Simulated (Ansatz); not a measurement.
`[CH3][Ag-][OH2+]`. Charge 0, multiplicity 1. Ag: def2 effective core potential. The geometry is a stationary point of PBE0-D4/def2-TZVP. It is one conformer, not always the lowest.

```xyz
8

C    -1.155   -0.242   -1.410
Ag    0.155   -0.106    0.176
O     1.595    0.071    1.921
H    -2.171   -0.381   -1.036
H    -1.114    0.671   -2.007
H    -0.882   -1.094   -2.036
H     2.376    0.588    1.704
H     1.196    0.493    2.688
```

(1) What is the dipole moment at r2SCAN/def2-TZVPP? (Best estimate.)

(2) And with PBE, B3LYP, ωB97M-V? (An estimate is asked.)

(3) Give the Mulliken charges with r2SCAN, B3LYP, ωB97M-V in def2-TZVPP. (Estimate.)

## Answers

(1) The calculation gave: 5.07 D, with components (2.98, 1.68, 3.75) D in this frame, pointing from negative to positive charge.

(2) The calculation gave: PBE 4.85 D, B3LYP 5.14 D, ωB97M-V 5.70 D.

(3) The calculation gave: 
```tsv
atom	r2SCAN	B3LYP	ωB97M-V
C1	-0.44	-0.54	-0.63
Ag2	0.09	0.12	0.18
O3	-0.36	-0.33	-0.33
H4	0.07	0.10	0.11
H5	0.07	0.09	0.11
H6	0.08	0.10	0.11
H7	0.25	0.23	0.23
H8	0.25	0.23	0.23
```

B3LYP here is the variant with VWN-RPA as its local correlation; programs differ in this.

Computed with Ansatz.
